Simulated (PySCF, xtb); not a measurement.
Ga(Br)(OH)2 (BrGaH2O2), SMILES [Br][Ga]([OH])[OH]. One conformer was computed; it need not be the lowest.

Harmonic wavenumbers (cm⁻¹) from GFN2-xTB in xtb at its own minimum, in rising order: 102, 133, 150, 295, 318, 331, 522, 561, 607, 625, 3605, 3642.

Task: What does B3LYP-D3(BJ)/def2-SVP run with PySCF give at its own minimum? (Estimate from the structure and the level; the computed values follow.)

Result: 130, 167, 175, 303, 323, 345, 690, 739, 817, 846, 3831, 3844. Paired by order, the mean absolute difference is 110 cm⁻¹ and the zero-point energies are 15.6 and 17.5 kcal/mol.
